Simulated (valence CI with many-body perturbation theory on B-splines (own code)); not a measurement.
Values are calculated unless marked as measured or tabulated.
# Tc³⁺ in three bases

Level of theory: relativistic CI+MBPT: four valence electrons over a frozen Dirac-Fock core [Kr], a basis of 7 s, 7 p, 8 d, 6 f, 4 g, 1 h functions for each j, with the one-electron correlation potential Σ1 (screened to all orders), the two-electron term Σ2, the three-electron term Σ3, Breit, model QED; selected single and double excitations, second order for the rest, scaled by the run's own slope (own B-spline code, finite nucleus).

No measured spectrum was set against this ion. As an estimate, terms of the open shell hold to 2 to 4 % of their energy, and close levels can change places; different configurations can be misplaced against each other by 1,000 to 8,000 cm⁻¹. Only levels of the ground parity were solved; by the run's estimate the other parity begins above the list, which can be wrong where configurations are misplaced.

The reference run has the lowest level 4d4 5D_0 and an ionisation energy of 42.3413 eV. Its largest variational space holds 19974 state functions.

Names give the largest LS component (configuration and term), which can be under half, so a name can repeat, a term be missing and a line seem to break the LS rules; names also repeat where a configuration has a term twice. Letters in brackets count levels of one name in rising energy.

Changed runs:
A. basis 6 s, 6 p, 5 d, 5 f, 1 g
B. basis 5 s, 5 p, 4 d, 4 f

Excitation energies of the reference run in cm⁻¹, and shifts in cm⁻¹:

```csv
Level,Reference,A,B
4d4 5D_1,352,-5.2,-7.8
4d4 5D_2,959,-10,-14
4d4 5D_3,1738,-12,-16
4d4 5D_4,2636,-11,-11
4d4 3P_0 [a],14777,+307,+778
4d4 3H_4,14919,+255,+1065
4d4 3H_5,15743,+246,+1066
4d4 3H_6,16456,+247,+1077
4d4 3P_1 [a],16581,+293,+788
4d4 3F_3 [a],17352,+272,+973
4d4 3F_2 [a],17592,+279,+920
4d4 3F_4 [a],17863,+270,+963
Ionisation energy (eV),42.3413,-0.0565,-0.0924
```
